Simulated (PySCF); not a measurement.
Species: C5H12O3.
Numbering: `[CH3:1][CH2:2][O:3][CH:4]([O:5][CH3:6])[O:7][CH3:8]` (hydrogens: H9, H10, H11 on C1; H12, H13 on C2; H14 on C4; H15, H16, H17 on C6; H18, H19, H20 on C8)

Structure optimised with GFN2-xTB, isolated species.

Problem. List the bond lengths, angles and torsions at this level.

Solution. 
| bond | length (pm) |
| --- | --- |
| C1–C2 | 151.9 |
| C2–O3 | 142.0 |
| O3–C4 | 138.0 |
| C4–O5, C4–O7 | 138.4 |
| O5–C6, O7–C8 | 141.2 |
| C1–H9, C1–H10, C1–H11 | 108.6 |
| C2–H12, C2–H13 | 109.9 |
| C4–H14 | 113.1 |
| C6–H15 and 3 like bonds | 109.0 |
| C6–H16, C8–H20 | 109.7 |

Bonds in one row agree within 1 pm and their mean is given. A selection of angles:
| angle | degrees |
| --- | --- |
| C2–C1–H9 | 110.0 |
| H9–C1–H10 | 109.3 |
| C1–C2–O3 | 108.2 |
| C1–C2–H12 | 110.8 |
| O3–C2–H12 | 108.9 |
| H12–C2–H13 | 108.4 |
| C2–O3–C4 | 114.4 |
| O3–C4–O5 | 109.6 |
| O3–C4–H14 | 109.5 |
| O5–C4–O7 | 109.5 |
| O5–C4–H14 | 109.2 |
| C4–O5–C6 | 114.2 |
| O5–C6–H15 | 105.7 |
| O5–C6–H16 | 110.6 |
| H15–C6–H16 | 110.0 |

Dihedral angles: C1–C2–O3–C4 -176° (antiperiplanar); C2–O3–C4–O5 -63° (synclinal); O3–C4–O5–C6 177° (antiperiplanar); O3–C4–O7–C8 -62° (synclinal). The mirror-image conformer, all signs reversed, is as good.

The 6 C–O bonds span 1.380 Å (O3–C4, drawn single) to 1.420 Å (C2–O3, drawn single), a spread of 0.040 Å. O5 (ether oxygen) is bent (angle 114.2°). Of the pairs four or more bonds apart, O5···H13 is among the closest relative to their van der Waals radii: 2.49 Å, 92 % of the sum of Bondi's values.

Point group: C1 (no symmetry element, even within 0.4 Å). No frequency check. The numbers are those of one conformer.

All values are computed, not measured.
